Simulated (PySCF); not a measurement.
**Question.** What does the PBE0-D3(BJ)/def2-SVP structure of InChI=1S/C3H8O2Si/c6-5-3-1-4-2-3/h3H,1-2H2,6H3 look like in three dimensions?

**Answer.** 
```
atom  x, y, z in Å
Si1    2.3045    0.0755    0.4119
O2     0.8054    0.1664   -0.3185
C3    -0.3888    0.3403    0.3744
C4    -1.1537   -0.9155    0.8226
O5    -2.3255   -0.4864    0.1389
C6    -1.6204    0.5726   -0.5024
H7     3.3063    0.0344   -0.6850
H8     2.5221    1.2731    1.2825
H9     2.4201   -1.1532    1.2577
H10   -0.2826    1.0905    1.1802
H11   -1.3204   -1.0561    1.9043
H12   -0.7210   -1.8403    0.3966
H13   -1.4039    0.3653   -1.5664
H14   -2.1372    1.5429   -0.4142
```

Any rigid rotation of these coordinates is as good. Atoms count from 1 in this order. Si1 (oxygen-bound silicon) is tetrahedral (angles from 106.5° to 111.2°). The C–O distances run from 1.392 Å (O2–C3, drawn single) to 1.425 Å (O5–C6, drawn single), a spread of 0.033 Å. O5 (cyclic ether oxygen) is bent (angle 91.9°). The 4-membered ring C3–C4–O5–C6 has internal angles of 83.7° to 91.9° (sum 359°, against 360° for a flat polygon); it is slightly puckered (a soft mode that the optimisation may not have finished), 0.06 Å rms from its mean plane, widest ring torsion 10°.

Bonds between heavy atoms (Å): Si1–O2 1.670, O2–C3 1.392, C3–C4 1.537, C4–O5 1.423, O5–C6 1.425, C3–C6 1.529.

Method: PBE0-D3(BJ)/def2-SVP geometry optimisation, gas phase in PySCF.

Point group: C1 (no symmetry element, even within 0.4 Å). No frequency check. One conformer, not necessarily the lowest (Si1–O2–C3–C4 -91°, O2–C3–C4–O5 -124°, C3–C4–O5–C6 10°, C4–O5–C6–C3 -10°, O2–C3–C6–O5 127°).
